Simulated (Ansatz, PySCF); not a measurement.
System: sum formula SiN3H7, charge 0, multiplicity 1. 
Coordinates optimised at B3LYP-D3(BJ)/def2-TZVP (Ansatz, a first-principles code):
```xyz
11

N      0.0297     1.5786    -0.5506
Si    -0.1744     0.0871     0.2807
N     -0.8936    -0.9443    -0.8847
N      1.1470    -0.8289     0.8907
H      0.1251     2.4404    -0.0379
H      0.4957     1.6246    -1.4433
H     -0.9302     0.4669     1.5010
H     -0.9917    -1.9298    -0.7033
H     -1.6101    -0.5974    -1.5010
H      1.5436    -0.6160     1.7918
H      1.8278    -1.2457     0.2750
```

PBE beside other levels, property by property. Correlated levels leave the core frozen unless marked. UHF or UKS for open shells. Spin-orbit coupling is left out. Non-relativistic. CBS(X,Y): correlation extrapolated as X^-3; Hartree-Fock from the larger set. Rows marked 298 K are enthalpies with B3LYP-D3(BJ) harmonic zero-point and thermal terms from PySCF. Atomisation energies are electronic, to ground-state atoms; the column to compare with has the core term from cc-pwCVTZ added, other frozen-core levels have none. Anions need diffuse functions, of which def2-TZVPD holds fewer than the aug- sets. The coupled-cluster column (Ansatz) is a level with limits of its own: (a) CCSD(T)/CBS(aug-cc-pV(T+d)Z,aug-cc-pV(Q+d)Z); (b) CCSD(T)/CBS(cc-pV(T+d)Z,cc-pV(Q+d)Z).

```tsv
property	PBE/def2-TZVPD (Ansatz)	B3LYP-D3(BJ)/def2-TZVPD (Ansatz + dftd3)	CAM-B3LYP/def2-TZVPD (Ansatz)	RPA@PBE/cc-pV(Q+d)Z (Ansatz)	coupled cluster
H-N bond dissociation enthalpy, 298 K, to [NH][SiH](N)N + H atom (kcal/mol)	108.3	109.4	110.2	109.1	113.2 (a)
N-Si bond dissociation enthalpy, 298 K, to N[SiH]N + [NH2] (NH2) (kcal/mol)	104.0	105.3	107.3	105.3	112.6 (a)
atomisation energy (kcal/mol)	923.5	922.1	921.5	880.0	921.1 (a)
deprotonation enthalpy (H-N bond), 298 K, to [NH-][SiH](N)N + H+ (kcal/mol)	376.2	381.6	381.5	386.2	380.6 (a)
deprotonation enthalpy (H-Si bond), 298 K, to N[Si-](N)N + H+ (kcal/mol)	384.3	391.5	393.0	397.7	392.1 (a)
H-Si bond dissociation enthalpy, 298 K, to N[Si](N)N + H atom (kcal/mol)	87.1	92.9	94.4	94.1	96.4 (a)
proton affinity at N, enthalpy at 298 K, to N[SiH](N)[NH3+] (kcal/mol)	219.3	220.8	218.0	223.6	219.4 (b)
```

As the rows show:
- H-N bond dissociation enthalpy, 298 K, to [NH][SiH](N)N + H atom: PBE lies 4.9 kcal/mol below coupled cluster.
- N-Si bond dissociation enthalpy, 298 K, to N[SiH]N + [NH2] (NH2): PBE lies 8.6 kcal/mol below coupled cluster.
- atomisation energy: PBE lies 2.4 kcal/mol above coupled cluster.
- deprotonation enthalpy (H-N bond), 298 K, to [NH-][SiH](N)N + H+: PBE lies 4.4 kcal/mol below coupled cluster.
- deprotonation enthalpy (H-Si bond), 298 K, to N[Si-](N)N + H+: PBE lies 7.8 kcal/mol below coupled cluster.
- H-Si bond dissociation enthalpy, 298 K, to N[Si](N)N + H atom: PBE lies 9.3 kcal/mol below coupled cluster.
- proton affinity at N, enthalpy at 298 K, to N[SiH](N)[NH3+]: PBE agrees within rounding with coupled cluster.
